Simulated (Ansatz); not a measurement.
InH2I, relaxed as a singlet with RKS r2SCAN-D4/def2-TZVP in Ansatz, starting from the GFN2-xTB geometry. Force threshold 0.02 eV/Å.

In the def2 sets I, In take a core potential; there is no spin–orbit coupling.

Start:

```
atom   x (Å)   y (Å)   z (Å)
 In1   0.176  -0.036  -0.162
  H2   0.104  -1.376  -1.221
  H3   1.493   1.052  -0.238
  I4  -1.774   0.360   1.621
```

```json
{"step": "1", "energy (eV)": "-13313.4622", "largest force component (eV/Å)": "0.239", "SCF passes": "16"}
{"step": "2", "energy (eV)": "-13313.4822", "largest force component (eV/Å)": "0.387", "SCF passes": "19"}
{"step": "3", "energy (eV)": "-13313.4947", "largest force component (eV/Å)": "0.407", "SCF passes": "19"}
{"step": "4", "energy (eV)": "-13313.5052", "largest force component (eV/Å)": "0.012", "SCF passes": "19"}
```

Force components are those of the run's own axes.

End:

```xyz
4

In    0.241   -0.049   -0.219
H     0.003   -1.430   -1.191
H     1.469    1.131   -0.155
I    -1.714    0.347    1.565
```

By distances, no bond broke or formed. The bond that changes most is In1–H3, from 1.71 to 1.71 Å (atoms count from 1).

No frequencies were taken in this run, so the end may be a saddle point.

Run time 4.6 s (4 threads of Arm Neoverse V1 on a shared host).
